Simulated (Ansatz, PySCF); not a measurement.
Spin gap between two states, R1 and P1; the higher of the two is an excited state, each structure at its B3LYP-D3(BJ)/def2-TZVP stationary point, reached from a drawn start (curvature not checked).
R1, BN (SMILES B#N) (charge 0, multiplicity 1):
```xyz
2

B      0.00000     0.00000    -0.63131
N      0.00000     0.00000     0.63131
```
P1, BN (SMILES B#N) (charge 0, multiplicity 3, Z-matrix in Å and degrees):
```
B
N 1 1.3180
```

| level | spin gap (kcal/mol) |
|---|---|
| HF/cc-pVDZ | -67.18 |
| HF/cc-pVQZ | -67.55 |
| PBE-D4/def2-TZVPP | -10.57 |
| BLYP-D3(BJ)/def2-TZVPP | -10.05 |
| BLYP-D4/def2-TZVPP | -10.05 |
| revPBE-D3(BJ)/def2-TZVPP | -12.07 |
| r2SCAN-D4/def2-TZVPP | -21.66 |
| B3LYP/def2-TZVPP | -18.88 |
| B3LYP-D3(BJ)/def2-TZVPP | -18.88 |
| B3LYP-D4/def2-TZVPP | -18.88 |
| PBE0/def2-TZVPP | -22.53 |
| BHLYP/def2-TZVPP | -32.84 |
| CAM-B3LYP-D3(BJ)/def2-TZVPP | -24.26 |
| wB97M-V/def2-TZVPP | -19.46 |
| B2PLYP/def2-TZVPP | -6.72 |
| MP2/cc-pVTZ | 5.44 |
| MP2/cc-pVQZ | 6.25 |
| MP2/CBS(cc-pVTZ, cc-pVQZ) | 6.90 |
| CCSD/cc-pVQZ | -12.85 |
| CCSD(T)/cc-pVQZ | 0.69 |

P less R. No zero-point or thermal terms; singlets are restricted closed shells; open shells are unrestricted.

Cores are frozen in the correlated methods. CBS(a, b) extrapolates the correlation energy as X⁻³ and adds the Hartree–Fock energy of set b.

Doubts at one or more of the structures used: T1 above 0.05 (CCSD/cc-pVQZ, CCSD(T)/cc-pVQZ).

Run with Ansatz (a program for electronic structure) with Gaussian orbitals; PySCF for the D3/D4 terms. All values are computed, each at the level named.
